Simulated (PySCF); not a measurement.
**Polarisability and C₆ of Ne (neon, neutral)**

[Ne], closed-shell 1S. All numbers are calculated (PySCF 2.14, scalar relativity by spin-free X2C-1e, in dyall-acv3z (15s9p4d2f, 76 functions)). Coupled (time-dependent) response in atomic units; α is the mean over directions.

| method | mean α (bohr³) | C₆ (like pair) | S(−4) |
| --- | --- | --- | --- |
| UHF | 2.134 | 4.991 | 1.562 |
| PBE | 2.567 | 6.193 | 3.030 |
| PBE0 | 2.416 | 5.783 | 2.412 |
| TPSSh | 2.480 | 5.988 | 2.619 |
| revPBE | 2.576 | 6.216 | 3.081 |

S(−4) is the Cauchy moment in α(ω) = α(0) + S(−4) ω² + …

Reference α: 2.661 bohr³ (recommended; Schwerdtfeger and Nagle, table of static dipole polarizabilities (2023 update)). Published C₆: 6.200 (Chu and Dalgarno (2004); Tang, Norbeck and Certain (1976)).

α(iu) at revPBE:

```csv
u (hartree),α(iu) (bohr³)
0,2.576
0.0500,2.568
0.100,2.546
0.200,2.464
0.300,2.348
0.500,2.085
0.750,1.775
1.00,1.510
1.50,1.100
2.00,0.8176
3.00,0.4904
5.00,0.2291
```

A single London oscillator, α(iu) = α/(1 + u²/ω²), gives C₆ = (3/4) ω α². Matching the computed C₆ needs ω = 4 × 6.216 / (3 × 2.576²) = 1.25 hartree.
